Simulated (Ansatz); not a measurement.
Consider the formal hydrolysis of a Zn–N bond: `[NH2][Zn][N]1C[SiH2]1` + H₂O → `[NH2][Zn][OH]` + `C1N[SiH2]1`.

Computed with Ansatz on PBE0-D4/def2-TZVP structures; ΔE is electronic, products minus reactants. CCSD(T)/CBS adds triple-zeta CCSD(T) − MP2 to the extrapolated MP2 energy (def2 sets, frozen cores). This one scheme is used for every species. DFT in def2-TZVPP. HSE06 is defined as in plane-wave codes. For Zn outer-core shells are correlated without core-valence functions, which leaves a few kJ/mol of doubt a bond. Scalar relativity is left out up to krypton. Each species was taken in one conformer, which may not be the lowest.

`[NH2][Zn][N]1C[SiH2]1`:

```xyz
11

N    -1.720   -2.603   -0.647
Zn   -0.765   -1.127   -0.207
N     0.214    0.343    0.132
C     1.095    1.224   -0.688
Si    0.852    1.591    1.086
H    -1.442   -3.476   -0.223
H    -2.727   -2.534   -0.594
H     0.600    1.822   -1.454
H     2.025    0.779   -1.043
H    -0.029    2.695    1.540
H     1.896    1.286    2.095
```

H₂O:

Z-matrix (Å, degrees):
```
O
H 1 0.960
H 1 0.960 2 105.1
```

`[NH2][Zn][OH]`:

Cartesian coordinates in Å:
```
N -0.033 1.440 -0.043
Zn 0.026 -0.347 0.241
O 0.102 -2.039 0.758
H -0.890 1.798 -0.440
H 0.738 1.832 -0.567
H 0.056 -2.684 0.051
```

`C1N[SiH2]1`:

Cartesian coordinates in Å:
```
C -0.777 -0.182 -0.502
N 0.415 0.702 -0.678
Si 0.374 0.019 0.905
H -1.728 0.337 -0.580
H -0.769 -1.138 -1.024
H 1.063 0.431 -1.402
H 1.248 -1.126 1.252
H 0.174 0.958 2.029
```

```tsv
level	ΔE (kJ/mol)	difference from CCSD(T)/CBS
revPBE-D4	-3.2	-3.4
PBE0-D4	0.0	-0.2
r2SCANh-D4	-3.4	-3.6
B2PLYP	-4.3	-4.5
PBE-QIDH	2.2	2.0
revPBE	-10.1	-10.3
HSE06	-3.5	-3.7
SCS-MP2/def2-TZVPP	2.2	2.0
MP2/CBS(def2)	4.7	4.5
CCSD/CBS(def2)	-0.9	-1.1
CCSD(T)/CBS	0.2	0
```

Largest T1 diagnostic among the species: 0.017.

The D4 term adds +6.5 kJ/mol with B3LYP and +3.7 kJ/mol with PBE0; it sums over pairs of atoms, weighted by their polarisabilities, and B3LYP, whose exchange is more repulsive, gets the larger term. From r2SCAN to r2SCAN0 (25 % exact exchange), in def2-TZVPP and without D4, ΔE moves by +4.0 kJ/mol.

CCSD(T)/CBS has its own doubt, a few kJ/mol and more with outer-core shells, so smaller differences from it don't rank the levels.

B3LYP here is the variant with VWN-RPA as its local correlation; programs differ in this.
